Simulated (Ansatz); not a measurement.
The cluster Ti₄S₃⁺, relaxed as a doublet with UKS PBE-D4/def2-SVP in Ansatz, starting from the GFN1-xTB geometry. Force threshold 0.03 eV/Å.

The charge 1 doublet is spin-contaminated (final ⟨S²⟩ up to 0.92, 0.75 for a pure state). The relaxation made no stability test and no search for a lower SCF solution. No other spin state of charge 1 was run. Another isomer (quartet) lies 2.67 eV lower at PBE0-D4/def2-TZVP; other spin states weren't run for this one.

Start:

```
atom    x (Å)    y (Å)    z (Å)
 Ti1  -0.0544  -1.3703  -0.1890
 Ti2   1.5117   1.1695   0.8022
 Ti3  -0.1260   1.5294  -1.3874
 Ti4  -1.2281   1.2281   1.1210
  S5  -1.8066  -0.9615   1.1806
  S6  -0.2724  -0.5482  -2.2829
  S7   1.9759  -1.0470   0.7555
```

```csv
step,energy (eV),largest force component (eV/Å),SCF passes
1,-124906.4992,1.120,92
2,-124906.5780,1.476,337
3,-124906.8073,0.352,56
4,-124906.8190,0.310,85
5,-124906.8285,0.285,70
6,-124906.8413,0.073,60
7,-124906.8417,0.257,60
8,-124906.8442,0.040,64
9,-124906.8447,0.031,59
10,-124906.8449,0.010,59
```

Force components are those of the run's own axes.

End:

Cartesian coordinates in Å:
```
Ti -0.054 -1.259 -0.220
Ti 1.472 1.139 0.729
Ti -0.106 1.431 -1.229
Ti -1.217 1.202 1.034
S -1.776 -0.949 1.221
S -0.278 -0.528 -2.329
S 1.961 -1.036 0.793
```

By distances, no bond broke or formed. The bond that changes most is Ti2–Ti3, from 2.76 to 2.53 Å (atoms count from 1).

No frequencies were taken in this run, so the end may be a saddle point.

Hardware: 4 threads of Arm Neoverse V2 on a shared host. Wall time 2 min, peak host memory 0.75 GiB.
